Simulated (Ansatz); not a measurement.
C$_{10}$H$_{9}$N, SMILES `Cc1ccnc2ccccc12`, 20 atoms. Total charge 0; spin multiplicity 1. Hardware: A = 4 threads of an AMD EPYC 7R13 on a shared host and a share of an NVIDIA H100 80 GB; B = 4 threads of an AMD EPYC 7R13 on a shared host. Correlated methods freeze the cores.

(1) How many basis functions does each run have, and how long does it take in Ansatz? RHF-CCSD(T)/def2-TZVPP energy [A]; RKS PBE-QIDH (frozen core)/def2-TZVPP energy [A]; RKS ωB97M-V/def2-QZVPP energy [A]; RHF-MP2/def2-QZVPP energy [A]; RKS SPW92 (LDA)/def2-TZVPP energy [A]; direct RPA on PBE orbitals/def2-TZVPP energy [A]; RHF-CCSD(T)/def2-SVP energy [A]; RKS PBE0-D4/def2-QZVPP energy [A]; RKS PBE0-D4/def2-SVP energy [B]; RKS revPBE-D4/def2-TZVPP energy [A]; RKS ωB97M-V/def2-SVP energy [B]; RKS PBE0-D4/def2-TZVP relaxation (5 steps) [A]. (Best estimate.)

Answers

(1) Ansatz gave: Other jobs shared the machine, so times are rough.

```
                                level                       job  functions  wall time  peak host memory (GiB)
           RKS SPW92 (LDA)/def2-TZVPP                energy [A]        467      2.4 s                     1.1
             RKS revPBE-D4/def2-TZVPP                energy [A]        467      2.5 s                     1.1
                 RHF-CCSD(T)/def2-SVP                energy [A]        199      3.3 s                       1
direct RPA on PBE orbitals/def2-TZVPP                energy [A]        467        4 s                     2.6
               RKS PBE0-D4/def2-QZVPP                energy [A]        897      4.1 s                     1.5
RKS PBE-QIDH (frozen core)/def2-TZVPP                energy [A]        467      4.5 s                     2.6
                 RKS PBE0-D4/def2-SVP                energy [B]        199        5 s                    0.86
               RKS ωB97M-V/def2-QZVPP                energy [A]        897        7 s                     1.7
                   RHF-MP2/def2-QZVPP                energy [A]        897      8.5 s                     1.7
                 RKS ωB97M-V/def2-SVP                energy [B]        199       15 s                     1.1
                RKS PBE0-D4/def2-TZVP  relaxation (5 steps) [A]        395       15 s                     1.1
               RHF-CCSD(T)/def2-TZVPP                energy [A]        467       27 s                     2.5
```
